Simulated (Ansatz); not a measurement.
Basis sets compared for SbMe3 (C₃H₉Sb). Total charge 0; singlet. Geometry PBE-D4/def2-SVP. Ansatz on 2 threads of Intel Xeon 6975P-C on a shared host; times are rough, and most runs start from earlier orbitals.

Cartesian coordinates in Å:
```
C -0.383 1.146 -1.406
C 0.870 0.641 1.506
C -0.363 -1.810 -0.157
Sb 1.095 -0.206 -0.507
H 0.051 2.160 -1.509
H -1.288 1.196 -0.769
H -0.662 0.777 -2.413
H -0.205 0.734 1.760
H 1.345 1.641 1.545
H 1.367 -0.017 2.245
H 0.070 -2.562 0.531
H -0.609 -2.307 -1.116
H -1.287 -1.392 0.289
```

In the def2 sets Sb takes a core potential; there is no spin–orbit coupling.

Binding counts from free atoms (C triplet, Sb quartet, H doublet) in the same basis, without a counterpoise term.

```tsv
level	functions	energy (Eh)	HOMO (eV)	LUMO (eV)	binding per atom (eV)	wall time
PBE-D4/def2-SVP	113	-359.7094	-5.41	-0.26	3.70	1.3 s
PBE0-D4/def2-SVP	113	-359.7481	-6.43	0.51	3.65	1.7 s
```

Problem. Estimate the rows for PBE-D4/def2-TZVP (with forces), PBE0-D4/def2-TZVP.

Solution. 
```
                         level  functions  energy (Eh)  HOMO (eV)  LUMO (eV)  binding per atom (eV)  wall time
PBE-D4/def2-TZVP (with forces)        197    -359.8571      -5.53      -0.61                   3.69      2.3 s
             PBE0-D4/def2-TZVP        197    -359.8900      -6.51       0.13                   3.65      2.7 s
```
